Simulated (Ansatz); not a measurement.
Born–Oppenheimer molecular dynamics of C₂H₁₀AlNO (15 atoms, charge 0, multiplicity 1). It starts from a rough guess of a transition structure, not a stationary point.

The calculation used Ansatz 0.2.0, UKS LDA/STO-3G.

```yaml
ensemble: NVE (velocity Verlet)
time_step: 0.5 fs
steps_asked: 150
starting_velocities_drawn_for: 300 K
seed: 744993
```

First frame:

```xyz
15
Properties=species:S:1:pos:R:3
Al -0.845 -0.371 -0.210
O 0.870 0.818 0.411
C 2.101 1.460 0.398
C -0.618 -2.328 0.030
N -1.802 0.564 -1.379
H -0.110 0.795 1.238
H -0.996 0.530 1.572
H 2.700 1.159 1.268
H 2.654 1.199 -0.509
H 1.966 2.549 0.422
H -0.102 -2.541 0.972
H -1.579 -2.845 0.070
H -0.038 -2.809 -0.764
H -1.565 1.516 -1.629
H -2.635 0.304 -1.889
```

(1) How far do the bonds stretch over the last three quarters of this one trajectory? (Pairs bonded in most of those frames.)

## Answers

(1) 
```json
{"bond": "Al1–O2", "mean (Å)": "1.932", "spread (Å)": "0.071", "shortest": "1.83", "longest": "2.08"}
{"bond": "Al1–C4", "mean (Å)": "1.921", "spread (Å)": "0.044", "shortest": "1.85", "longest": "1.99"}
{"bond": "Al1–N5", "mean (Å)": "1.806", "spread (Å)": "0.070", "shortest": "1.71", "longest": "1.92"}
{"bond": "Al1–H7", "mean (Å)": "1.576", "spread (Å)": "0.173", "shortest": "1.32", "longest": "1.83"}
{"bond": "O2–C3", "mean (Å)": "1.471", "spread (Å)": "0.037", "shortest": "1.40", "longest": "1.53"}
{"bond": "O2–H6", "mean (Å)": "1.025", "spread (Å)": "0.015", "shortest": "1.00", "longest": "1.06"}
{"bond": "C3–H8", "mean (Å)": "1.113", "spread (Å)": "0.028", "shortest": "1.07", "longest": "1.16"}
{"bond": "C3–H9", "mean (Å)": "1.110", "spread (Å)": "0.032", "shortest": "1.06", "longest": "1.16"}
{"bond": "C3–H10", "mean (Å)": "1.114", "spread (Å)": "0.023", "shortest": "1.07", "longest": "1.15"}
{"bond": "C4–H11", "mean (Å)": "1.102", "spread (Å)": "0.014", "shortest": "1.07", "longest": "1.13"}
{"bond": "C4–H12", "mean (Å)": "1.103", "spread (Å)": "0.022", "shortest": "1.06", "longest": "1.14"}
{"bond": "C4–H13", "mean (Å)": "1.102", "spread (Å)": "0.014", "shortest": "1.07", "longest": "1.13"}
{"bond": "N5–H14", "mean (Å)": "1.061", "spread (Å)": "0.042", "shortest": "0.99", "longest": "1.14"}
{"bond": "N5–H15", "mean (Å)": "1.057", "spread (Å)": "0.030", "shortest": "1.01", "longest": "1.11"}
```

Mean temperature of the second half: 947 K. The conserved energy stayed within 0.48 meV per atom of its start (net change -0.066 meV per atom), so the integration is sound. The system heated up, since it started high on the potential surface and ran downhill. A run of 0.075 ps of so small a system gives no equilibrium averages. The orbitals stay closed-shell, which can raise the energy where a bond breaks towards radicals; this wasn't checked here. Limits of this set-up: minimal basis.

Run time: 6.5 min on 1 thread of Arm Neoverse V1, with other jobs on the host, peak memory 0.11 GiB.
